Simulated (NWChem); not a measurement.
System: GaCl$_{2}$, doublet; SMILES [Cl][Ga][Cl]

NWChem input:

```
start job
memory heap 200 mb stack 900 mb global 1100 mb
geometry units angstroms
  Ga     0.000000     0.000000     0.580901
  Cl     1.867607     0.000000    -0.524445
  Cl    -1.867607     0.000000    -0.524445
end
basis spherical
  * library 6-31g*
end
dft
  odft
  mult 2
  xc b3lyp
  iterations 150
end
driver
  maxiter 120
end
task dft optimize
task dft freq
```

Output (shortened):

```
             Northwest Computational Chemistry Package (NWChem) 7.3.0
             --------------------------------------------------------

 C2V symmetry detected

                             Geometry "geometry" -> ""
                             -------------------------

 Output coordinates in angstroms (scale by  1.889725989 to convert to a.u.)

  No.       Tag          Charge          X              Y              Z
 ---- ---------------- ---------- -------------- -------------- --------------
    1 Ga                  31.0000     0.00000000     0.00000000     0.57818098
    2 Cl                  17.0000     1.86760700     0.00000000    -0.52716502
    3 Cl                  17.0000    -1.86760700     0.00000000    -0.52716502

 Effective nuclear repulsion energy (a.u.)     297.9492359130

      Symmetry information
      --------------------

 Group name             C2v
 Group number             16
 Group order               4
 No. of unique centers     2

                                Z-matrix (autoz)
                                --------

 Units are Angstrom for bonds and degrees for angles

      Type          Name      I     J     K     L     M      Value
      ----------- --------  ----- ----- ----- ----- ----- ----------
    1 Stretch                  1     2                       2.17019
    2 Stretch                  1     3                       2.17019
    3 Bend                     2     1     3               118.76154

                           NWChem Geometry Optimization
                           ----------------------------

 maximum gradient threshold         (gmax) =   0.000450
 rms gradient threshold             (grms) =   0.000300
 maximum cartesian step threshold   (xmax) =   0.001800
 rms cartesian step threshold       (xrms) =   0.001200
 fixed trust radius                (trust) =   0.300000
 source of zmatrix                         =   autoz

          -------------------
          Energy Minimization
          -------------------

 Using diagonal initial Hessian
 Scaling for Hessian diagonals: bonds = 1.00  angles = 0.25  torsions = 0.10

          --------
          Step   0

                                 NWChem DFT Module
                                 -----------------

 Summary of "ao basis" -> "ao basis" (spherical)
 ------------------------------------------------------------------------------
       Tag                 Description            Shells   Functions and Types
 ---------------- ------------------------------  ------  ---------------------
 Ga                          6-31g*                 12       32   5s4p3d
 Cl                          6-31g*                  8       18   4s3p1d

      Symmetry analysis of basis
      --------------------------

        a1         28
        a2          8
        b1         20
        b2         12

            General Information
            -------------------
          SCF calculation type: DFT
          Wavefunction type:  spin polarized.
          No. of atoms     :     3
          No. of electrons :    65
           Alpha electrons :    33
            Beta electrons :    32
          Charge           :     0
          Spin multiplicity:     2
          Use of symmetry is: on ; symmetry adaption is: on
          Maximum number of iterations: 150
          AO basis - number of functions:    68
                     number of shells:    28
          Convergence on energy requested:  1.00D-06
          Convergence on density requested:  1.00D-05
          Convergence on gradient requested:  5.00D-04

              XC Information
              --------------
                         B3LYP Method XC Potential
                     Hartree-Fock (Exact) Exchange  0.200
                        Slater Exchange Functional  0.800 local
                    Becke 1988 Exchange Functional  0.720 non-local
              Lee-Yang-Parr Correlation Functional  0.810
                  VWN I RPA Correlation Functional  0.190 local

             Grid Information
             ----------------
          Grid used for XC integration:  medium
          Radial quadrature: Mura-Knowles
          Angular quadrature: Lebedev.
          Tag              B.-S. Rad. Rad. Pts. Rad. Cut. Ang. Pts.
          ---              ---------- --------- --------- ---------
          Ga                  1.30      112           8.0       590
          Cl                  1.00       88          10.0       590
          Grid pruning is: on
          Number of quadrature shells:   200
          Spatial weights used:  Erf1

      Superposition of Atomic Density Guess
      -------------------------------------

 Sum of atomic energies:       -2841.84656375

      Non-variational initial energy
      ------------------------------

 Total energy =   -2842.141188
 1-e energy   =   -4548.642830
 2-e energy   =    1408.552406
 HOMO         =      -0.186256
 LUMO         =       0.021881

   Symmetry analysis of molecular orbitals - initial alpha
   -------------------------------------------------------

  Numbering of irreducible representations:

     1 a1          2 a2          3 b1          4 b2

  Orbital symmetries:

     1 a1          2 a1          3 b1          4 a1          5 b1
     6 a1          7 b2          8 a1          9 b1         10 a1
    11 b1         12 b2         13 b1         14 a1         15 a2
    16 a1         17 b1         18 a1         19 b2         20 a1
    21 b1         22 a2         23 a1         24 b2         25 a1
    26 b1         27 a1         28 b1         29 a1         30 b2
    31 a2         32 b1         33 a1         34 b2         35 a1
    36 b1         37 a1         38 b2         39 a1         40 b1
    41 b1         42 a1         43 a2

   Symmetry analysis of molecular orbitals - initial beta
   ------------------------------------------------------

  Numbering of irreducible representations:

     1 a1          2 a2          3 b1          4 b2

  Orbital symmetries:

     1 a1          2 a1          3 b1          4 a1          5 b1
     6 a1          7 b2          8 a1          9 b1         10 a1
    11 b1         12 b2         13 b1         14 a1         15 a2
    16 a1         17 b1         18 a1         19 b2         20 a1
    21 b1         22 a2         23 a1         24 b2         25 a1
    26 b1         27 a1         28 b1         29 a1         30 b2
    31 a2         32 b1         33 a1         34 b2         35 a1
    36 b1         37 a1         38 b2         39 a1         40 b1
    41 b1         42 a1         43 a2

   convergence    iter        energy       DeltaE   RMS-Dens  Diis-err
 ---------------- ----- ----------------- --------- --------- ---------
 d= 0,ls=0.0,diis     1  -2845.0313511110 -3.14D+03  1.31D-02  8.84D-02
                                                     1.22D-02  8.67D-02
 d= 0,ls=0.0,diis     2  -2845.0033844449  2.80D-02  6.19D-03  1.18D-01
                                                     7.41D-03  1.19D-01
 d= 0,ls=0.0,diis     3  -2845.0886611909 -8.53D-02  1.03D-03  8.10D-03
                                                     9.96D-04  8.58D-03
 d= 0,ls=0.0,diis     4  -2845.0918551646 -3.19D-03  2.62D-04  1.58D-03
                                                     1.81D-04  1.51D-03
 d= 0,ls=0.0,diis     5  -2845.0921688252 -3.14D-04  1.26D-04  2.21D-05
                                                     9.06D-05  2.45D-05
  Resetting Diis
 d= 0,ls=0.0,diis     6  -2845.0921791309 -1.03D-05  4.59D-05  2.43D-06
                                                     2.35D-05  1.78D-06
 d= 0,ls=0.0,diis     7  -2845.0921808067 -1.68D-06  5.72D-06  4.99D-08
                                                     1.21D-05  9.36D-08
 d= 0,ls=0.0,diis     8  -2845.0921808871 -8.04D-08  4.53D-06  6.97D-08
                                                     3.07D-06  5.96D-08

         Total DFT energy =    -2845.092180887121
      One electron energy =    -4547.603129280245
           Coulomb energy =     1536.217200923267
    Exchange-Corr. energy =     -131.655488443193
 Nuclear repulsion energy =      297.949235913049

 Numeric. integr. density =       64.999999787274

                  Occupations of the irreducible representations
                  ----------------------------------------------

                     irrep           alpha         beta
                     --------     --------     --------
                     a1               15.0         14.0
                     a2                3.0          3.0
                     b1               10.0         10.0
                     b2                5.0          5.0

                    DFT Final Alpha Molecular Orbital Analysis
                    ------------------------------------------

 Vector   31  Occ=1.000000D+00  E=-3.332797D-01  Symmetry=a2
              MO Center=  9.4D-14,  2.3D-15, -5.0D-01, r^2= 4.6D+00
   Bfn.  Coefficient  Atom+Function         Bfn.  Coefficient  Atom+Function
  ----- ------------  ---------------      ----- ------------  ---------------
    40      0.513300  2 Cl py                58     -0.513300  3 Cl py
    44      0.280922  2 Cl py                62     -0.280922  3 Cl py
    36     -0.201066  2 Cl py                54      0.201066  3 Cl py
    18     -0.055257  1 Ga d -2              28      0.046056  1 Ga d -2
    23     -0.025065  1 Ga d -2

[...]

      ----------------------
      Optimization converged
      ----------------------

  Step       Energy      Delta E   Gmax     Grms     Xrms     Xmax
  ---- ---------------- -------- -------- -------- -------- --------
@    3   -2845.09262920 -1.6D-07  0.00005  0.00004  0.00062  0.00116
                                     ok       ok       ok       ok

                                Z-matrix (autoz)
                                --------

 Units are Angstrom for bonds and degrees for angles

      Type          Name      I     J     K     L     M      Value     Gradient
      ----------- --------  ----- ----- ----- ----- ----- ---------- ----------
    1 Stretch                  1     2                       2.20168    0.00003
    2 Stretch                  1     3                       2.20168    0.00003
    3 Bend                     2     1     3               119.39568   -0.00005

                         Geometry "geometry" -> "geometry"
                         ---------------------------------

 Output coordinates in angstroms (scale by  1.889725989 to convert to a.u.)

  No.       Tag          Charge          X              Y              Z
 ---- ---------------- ---------- -------------- -------------- --------------
    1 Ga                  31.0000     0.00000000     0.00000000     0.58186987
    2 Cl                  17.0000     1.90087757     0.00000000    -0.52900946
    3 Cl                  17.0000    -1.90087757     0.00000000    -0.52900946

 Effective nuclear repulsion energy (a.u.)     293.5574669191

      Symmetry information
      --------------------

 Group name             C2v
 Group number             16
 Group order               4
 No. of unique centers     2

                Final and change from initial internal coordinates
                --------------------------------------------------

                                Z-matrix (autoz)
                                --------

 Units are Angstrom for bonds and degrees for angles

      Type          Name      I     J     K     L     M      Value       Change
      ----------- --------  ----- ----- ----- ----- ----- ---------- ----------
    1 Stretch                  1     2                       2.20168    0.03148
    2 Stretch                  1     3                       2.20168    0.03148
    3 Bend                     2     1     3               119.39568    0.63414

 ==============================================================================
                                internuclear distances
 ------------------------------------------------------------------------------
       center one      |      center two      | atomic units |  angstroms
 ------------------------------------------------------------------------------
    2 Cl               |   1 Ga               |     4.16057  |     2.20168
    3 Cl               |   1 Ga               |     4.16057  |     2.20168
 ------------------------------------------------------------------------------
                         number of included internuclear distances:          2
 ==============================================================================

[second-derivative integrals and response iterations left out]

  Vibrational analysis via the FX method

  See chapter 2 in "Molecular Vibrations" by Wilson, Decius and Cross

  Vib: Default input used

 ---------------------------- Atom information ----------------------------
     atom    #        X              Y              Z            mass
 --------------------------------------------------------------------------
    Ga       1  0.0000000D+00  0.0000000D+00  1.0995746D+00  6.8925700D+01
    Cl       2  3.5921377D+00  0.0000000D+00 -9.9968292D-01  3.4968850D+01
    Cl       3 -3.5921377D+00  0.0000000D+00 -9.9968292D-01  3.4968850D+01
 --------------------------------------------------------------------------

[unprojected Hessian and modes left out]

        Vibrational analysis via the FX method
  --- with translations and rotations projected out ---
  --- via the Eckart algorithm                      ---
 Projected Nuclear Hessian trans-rot subspace norm:4.1227D-34
                         (should be close to zero!)

[projected Hessian left out]

 Rotational Constants
 --------------------
 A=   0.393515 cm-1  (  0.566168 K)
 B=   0.066708 cm-1  (  0.095976 K)
 C=   0.057039 cm-1  (  0.082065 K)

 Temperature                      =   298.15K
 frequency scaling parameter      =   1.0000

 Zero-Point correction to Energy  =    1.202 kcal/mol  (  0.001916 au)
 Thermal correction to Energy     =    3.861 kcal/mol  (  0.006153 au)
 Thermal correction to Enthalpy   =    4.454 kcal/mol  (  0.007097 au)

 Total Entropy                    =   71.263 cal/mol-K
   - Translational                =   40.678 cal/mol-K (mol. weight = 138.8634)
   - Rotational                   =   25.091 cal/mol-K (symmetry #  =        2)
   - Vibrational                  =    5.493 cal/mol-K

 Cv (constant volume heat capacity) =   10.980 cal/mol-K
   - Translational                  =    2.979 cal/mol-K
   - Rotational                     =    2.979 cal/mol-K
   - Vibrational                    =    5.022 cal/mol-K

[normal modes left out]

 ----------------------------------------------------------------------------
 Normal Eigenvalue ||           Projected Infra Red Intensities
  Mode   [cm**-1]  || [atomic units] [(debye/angs)**2] [(KM/mol)] [arbitrary]
 ------ ---------- || -------------- ----------------- ---------- -----------
    1       -0.000 ||    0.000324           0.007         0.315       0.228
    2       -0.000 ||    0.000001           0.000         0.001       0.001
    3        0.000 ||    0.001817           0.042         1.771       1.278
    4        0.000 ||    0.000895           0.021         0.872       0.630
    5        0.000 ||    0.000895           0.021         0.872       0.630
    6        0.000 ||    0.000198           0.005         0.193       0.140
    7      108.520 ||    0.004099           0.095         3.996       2.885
    8      341.448 ||    0.021639           0.499        21.095      15.226
    9      391.285 ||    0.098039           2.262        95.573      68.984
 ----------------------------------------------------------------------------
```

Level: B3LYP/6-31G* (spherical d), spin-unrestricted. In the optimisation the excess spin sits in a1 (C2v, its own frame). The spin multiplicity was typed, not searched, and may not be the lowest. No stability test was run on the SCF state.
